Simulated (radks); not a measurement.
Problem. The mean radii <r> (bohr) of the occupied orbitals of an atom or ion are listed with their occupations. All-electron calculation, Dirac Kohn-Sham, PBE, spin-unpolarised, spherical densities, point nucleus. Program: a radial shooting solver on a logarithmic mesh with Libxc functionals.

| orbital | occ. | <r> |
|---|---|---|
| 1s1/2 | 2 | 0.02001 |
| 2s1/2 | 2 | 0.08429 |
| 2p1/2 | 2 | 0.07007 |
| 2p3/2 | 4 | 0.07746 |
| 3s1/2 | 2 | 0.2205 |
| 3p1/2 | 2 | 0.2103 |
| 3p3/2 | 4 | 0.2241 |
| 3d3/2 | 4 | 0.1973 |
| 3d5/2 | 6 | 0.2016 |
| 4s1/2 | 2 | 0.4980 |
| 4p1/2 | 2 | 0.5065 |
| 4p3/2 | 4 | 0.5384 |
| 4d3/2 | 4 | 0.5656 |
| 4d5/2 | 6 | 0.5770 |
| 5s1/2 | 2 | 1.218 |
| 5p1/2 | 2 | 1.362 |
| 5p3/2 | 2 | 1.465 |
| 4f5/2 | 6 | 0.7703 |
| 4f7/2 | 7 | 0.7864 |
| 5d3/2 | 2 | 2.208 |

Name the element and its charge. Open shells, if any, fill j = l - 1/2 first.

Solution. Z = 69, thulium, charge +2: Tm2+ in [Kr] 4d10 4f13 5s2 5p4 5d2. The 1s radius gives Z: for a bare nucleus <r> = (2 gamma + 1)/(2Z) with gamma = sqrt(1 - (Z/c)^2), 0.01977 bohr for Z = 69, and screening makes it slightly larger (0.02001 here). The occupations add up to 67, and the charge is Z minus that.
